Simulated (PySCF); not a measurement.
C5H7F, SMILES C[C@H]1C=C(F)C1. Atoms are numbered in the order given.

```xyz
13

C     -2.2262     0.1384     0.1985
C     -0.8273    -0.1409     0.7235
C      0.0538    -1.0717    -0.1066
C      0.9427    -0.0892    -0.3098
F      2.0998    -0.0221    -0.9576
C      0.2441     0.9830     0.4633
H     -2.7198     0.9359     0.7778
H     -2.8584    -0.7620     0.2616
H     -2.1911     0.4502    -0.8585
H     -0.8647    -0.4209     1.7930
H     -0.0291    -2.1191    -0.4030
H      0.7692     1.3565     1.3589
H     -0.1268     1.8402    -0.1244
```

Geometry optimised at r2SCAN-D4/def2-SVP.

Level of theory: PBE/pcSseg-1 run with PySCF.

GIAO shieldings, no solvent; atoms listed in one row are averaged. δ = σ(ref) − σ: ¹³C against TMS (σ = 182.0 ppm); ¹⁹F against CFCl3 (σ = 133.6 ppm); ¹H against TMS (σ = 31.49 ppm), references at their B3LYP-D3(BJ)/def2-TZVP geometries, non-relativistic.

Question: Estimate the chemical shifts. (An estimate is asked for; the answer gives what the named calculation found.)

Answer: 
```tsv
nucleus	atoms	count	δ (ppm)
¹³C	C4	1	162.3
¹³C	C3	1	115.9
¹³C	C6	1	46.2
¹³C	C2	1	33.5
¹³C	C1	1	24.2
¹⁹F	F5	1	-92.5
¹H	H11	1	5.24
¹H	H12	1	3.26
¹H	H10	1	2.82
¹H	H13	1	2.45
¹H	H7, H8, H9	3	1.44
```
